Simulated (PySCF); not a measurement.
Below is a simulated gas-phase Cl 2p photoelectron spectrum of BCl2(OH), `OB(Cl)Cl`.

Every computed line was given a Gaussian of 1.0 eV full width at half maximum and an area set by the number of equivalent atoms (split 2:1 within a doublet); the highest printed point is 100. Computed, not measured: delta-SCF UKS SCAN, pcX-2 on the ionised atom, pcseg-1 elsewhere, spin-free X2C (PySCF).

(binding energy (eV), intensity): (205.3, 0), (205.4, 1), (205.5, 1), (205.6, 3), (205.7, 5), (205.8, 8), (205.9, 14), (206.0, 22), (206.1, 32), (206.2, 44), (206.3, 58), (206.4, 72), (206.5, 85), (206.6, 95), (206.7, 100), (206.8, 100), (206.9, 94), (207.0, 84), (207.1, 71), (207.2, 58), (207.3, 45), (207.4, 34), (207.5, 26), (207.6, 22), (207.7, 21), (207.8, 23), (207.9, 28), (208.0, 34), (208.1, 40), (208.2, 45), (208.3, 49), (208.4, 50), (208.5, 49), (208.6, 45), (208.7, 39), (208.8, 32), (208.9, 25), (209.0, 18), (209.1, 13), (209.2, 8), (209.3, 5), (209.4, 3), (209.5, 2), (209.6, 1), (209.7, 0), (209.8, 0)

Question: Count the maxima, the lines and the sites behind this envelope.

Answer: The curve has 2 maxima (at 206.7 and 208.4 eV). Under it lie 2 lines from 1 inequivalent chlorine site, drawn as a 2p3/2, 2p1/2 pair.

Question: Decompose the envelope and assign each component. Bonds: B1–Cl2, B1–Cl3, B1–O4. Hydrogens: H5 on O4.

Answer: 
| position (eV) | relative area | line | atoms | environment |
| --- | --- | --- | --- | --- |
| 206.74 | 1.33 | Cl 2p3/2 | Cl2/Cl3 | chlorine bonded to B |
| 208.40 | 0.67 | Cl 2p1/2 | Cl2/Cl3 | chlorine bonded to B |

No satellites, vibrations or lifetime broadening are included. One atom of each set of topologically equivalent atoms was ionised and stands for the set; in this conformer not all members are related by symmetry, and their own values weren't computed. 2p3/2 and 2p1/2 are the ΔSCF energy of one spin-free 2p hole plus the eigenvalues of a spin–orbit and ligand-field matrix of the shell. 2p1/2 minus 2p3/2 (ligand field included): Cl 1.65 eV. The structure is a single PBE0-D3(BJ)/def2-SVP conformer in the gas phase; no vibrational or solvent corrections.

Hardware: an Arm Neoverse V1 with one thread, shared host. Cost: 7.5 s wall.
